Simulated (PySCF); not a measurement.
Isomers of C7H12Ge, mass 170.015 u with the commonest isotopes. The calculation used PySCF 2.14.0, PBE0-D3(BJ)/def2-SVP geometry optimisation, gas phase. One conformer each, none proved a minimum here; rigid rotors.

Question: Order these by radius of gyration √(Σ m r²/M), smallest first.
A. `[CH3:1][CH2:2][CH2:3][C:4]1=[CH:5][CH:6]=[CH:7][GeH2:8]1` with C1–C2–C3–C4 180°, C2–C3–C4–C5 126°
B. `[CH:1]1=[C:2]([CH:3]2[CH2:4][CH2:5]2)[CH2:6][GeH2:7][CH2:8]1` with C1–C2–C3–C4 22°
C. `[CH3:1][CH2:2][CH2:3][GeH:4]1[CH:5]=[CH:6][CH:7]=[CH:8]1` with C1–C2–C3–Ge4 179°, C2–C3–Ge4–C5 -49°
D. `[CH2:1]=[C:2]([CH3:3])[C@H:4]1[CH:5]=[CH:6][CH2:7][GeH2:8]1` with C1–C2–C4–C5 -19°

Answer: D (1.900 Å), C (1.978 Å), A (2.133 Å), B (2.173 Å).

Question: Order these by rotational constant C, smallest first.
A. `[CH:1]1=[C:2]([CH:3]2[CH2:4][CH2:5]2)[CH2:6][GeH2:7][CH2:8]1` with C1–C2–C3–C4 22°
B. `[CH3:1][CH2:2][CH2:3][C:4]1=[CH:5][CH:6]=[CH:7][GeH2:8]1` with C1–C2–C3–C4 180°, C2–C3–C4–C5 126°
C. `[CH2:1]=[C:2]([CH3:3])[C@H:4]1[CH:5]=[CH:6][CH2:7][GeH2:8]1` with C1–C2–C4–C5 -19°
D. `[CH3:1][CH2:2][CH2:3][GeH:4]1[CH:5]=[CH:6][CH:7]=[CH:8]1` with C1–C2–C3–Ge4 179°, C2–C3–Ge4–C5 -49°
E. `[CH:1]1=[CH:2][C@@H:3]([CH:4]2[CH2:5][CH2:6]2)[GeH2:7][CH2:8]1` with C2–C3–C4–C5 -154°

Answer: A (648.7 MHz), B (669.1 MHz), E (777.0 MHz), D (861.1 MHz), C (883.3 MHz).

Question: Order these by rotational constant A, smallest first.
A. `[CH:1]1=[C:2]([CH:3]2[CH2:4][CH2:5]2)[CH2:6][GeH2:7][CH2:8]1` with C1–C2–C3–C4 22°
B. `[CH3:1][CH2:2][CH2:3][GeH:4]1[CH:5]=[CH:6][CH:7]=[CH:8]1` with C1–C2–C3–Ge4 179°, C2–C3–Ge4–C5 -49°
C. `[CH2:1]=[C:2]([CH3:3])[C@H:4]1[CH:5]=[CH:6][CH2:7][GeH2:8]1` with C1–C2–C4–C5 -19°
D. `[CH:1]1=[CH:2][CH2:3][GeH:4]([CH:5]2[CH2:6][CH2:7]2)[CH2:8]1` with C3–Ge4–C5–C6 -94°
E. `[CH:1]1=[CH:2][C@@H:3]([CH:4]2[CH2:5][CH2:6]2)[GeH2:7][CH2:8]1` with C2–C3–C4–C5 -154°
F. `[CH3:1][CH2:2][CH2:3][C:4]1=[CH:5][CH:6]=[CH:7][GeH2:8]1` with C1–C2–C3–C4 180°, C2–C3–C4–C5 126°

Answer: C (2174 MHz), B (2417 MHz), E (2571 MHz), F (2807 MHz), D (3659 MHz), A (3881 MHz).

```
                        SMILES  point group  Ia (u·Å²)  Ib (u·Å²)  Ic (u·Å²)      κ  μa (D)  μb (D)  μc (D)
    CC[CH2][GeH]1[CH]=CC=[CH]1           Cs     209.10     534.68     586.90  -0.89    0.57    0.30    0.02
        CCC[C]1=CC=[CH][GeH2]1           C1     180.03     611.40     755.36  -0.85    0.50    0.25    0.01
  C1=C(C2CC2)[CH2][GeH2][CH2]1           C1     130.22     696.35     779.02  -0.95    0.53    0.05    0.08
 C1=C[C@@H](C2CC2)[GeH2][CH2]1           C1     196.59     493.50     650.39  -0.72    0.01    0.27    0.07
   C=C(C)[C@H]1C=C[CH2][GeH2]1           C1     232.43     423.26     572.12  -0.52    0.37    0.11    0.28
C1=C[CH2][GeH]([CH]2CC2)[CH2]1      near Cs     138.12     522.82     586.32  -0.93    0.44    0.00    0.46
```
